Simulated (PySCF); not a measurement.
## Fractional electron number in Hf²⁺ (hafnium, charge +2)

The 5d alpha orbital of [Xe] 4f14 5d2 is emptied in steps (occupation f), with all orbitals relaxed, ending at [Xe] 4f14 5d1. Computed with PySCF 2.14 in aug-cc-pVTZ-PP with ECP60MDF, with scalar relativity through the core potential. The exact energy is a straight line in f; departures are measured from the line between the end points of the same method.

**Question.** Among PBE0, r2SCAN, LC-wPBE, which shows the largest delocalisation error (convex curve), and which is closest to linear?

**Answer.** Most convex: r2SCAN (-1.153 eV at f = 0.5); closest to linear: LC-wPBE (-0.190 eV).

```
  f  PBE0 (eV)  r2SCAN (eV)  LC-wPBE (eV)
  1      0.000        0.000         0.000
0.9     -0.324       -0.417        -0.071
0.7     -0.756       -0.972        -0.162
0.5     -0.902       -1.153        -0.190
0.3     -0.758       -0.961        -0.156
0.1     -0.324       -0.407        -0.066
  0      0.000        0.000         0.000
```

| method | E(f=0) − E(f=1) (eV) | −ε at f=1 (eV) | −ε at f=0.5 (eV) |
| --- | --- | --- | --- |
| PBE0 | 22.528 | 18.940 | 22.525 |
| r2SCAN | 22.538 | 17.908 | 22.568 |
| LC-wPBE | 22.359 | 21.575 | 22.379 |

Reference removal energy between the ground levels: 22.55 ± 0.04 eV (theoretical estimate listed by NIST; NIST Atomic Spectra Database, ionization energies). The calculation has no spin-orbit coupling.
